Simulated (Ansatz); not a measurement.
`C/C=C(\C)I` → `C/C=C/I` + `[CH2]` (triplet) at 500 K and 1 bar (formal loss of a carbene).

Calculated with Ansatz (gas phase, PBE0-D4/def2-TZVP geometries, no zero-point term in ΔE). CCSD(T)/CBS adds triple-zeta CCSD(T) − MP2 to the extrapolated MP2 energy (def2 sets, frozen cores). This one scheme is used for every species. Double bonds are as drawn, so ΔE can hold a change between cis and trans. Triplets are unrestricted, without spin–orbit coupling. Elements past krypton have def2 core potentials. For I outer-core shells are correlated without core-valence functions, which leaves a few kJ/mol of doubt a bond.

```csv
species,CCSD(T)/CBS energy (Eh),H − E (kJ/mol),S (J/(mol·K))
`C/C=C(\C)I`,-453.84988,302.8,412.6
`C/C=C/I`,-414.58441,219.1,364.8
`[CH2]` (triplet),-39.09499,62.7,213.9
```

H − E and S are ideal-gas, rigid-rotor, harmonic terms from PBE0-D4/def2-TZVP, with the whole ground term of open shells counted as degenerate. 1 Eh = 2625.50 kJ/mol, R = 8.31446 J/(mol·K).

Q: By hand: ΔE, ΔH, ΔS and ΔG.

A: ΔE = (-414.58441) + (-39.09499) − (-453.84988) = 0.17048 Eh = 447.6 kJ/mol. Δ(H − E) = 219.1 + 62.7 − 302.8 = -21.0, so ΔH = 426.6 kJ/mol. ΔS = 364.8 + 213.9 − 412.6 = 166.1 J/(mol·K). ΔG = 426.6 − 500 × (166.1)/1000 = 343.6 kJ/mol.

Q: By hand: the equilibrium constant, and the temperature at which ΔG would vanish if ΔH and ΔS stayed fixed.

A: log₁₀ K = −ΔG/(RT ln 10) = -35.9. ΔG = 0 at ΔH/ΔS = 2568 K, far beyond where these terms or the molecules hold.

The number of gas molecules changes by +1, which sets the sign of ΔS. A doubt of 5 kJ/mol in ΔE shifts log₁₀ K by 0.5 here. A triplet takes part, so the spin changes. These are equilibria of isolated gas molecules and say nothing of rates. Largest T1 diagnostic: 0.011 (customary marks: 0.02 for closed shells, 0.045 for open ones).
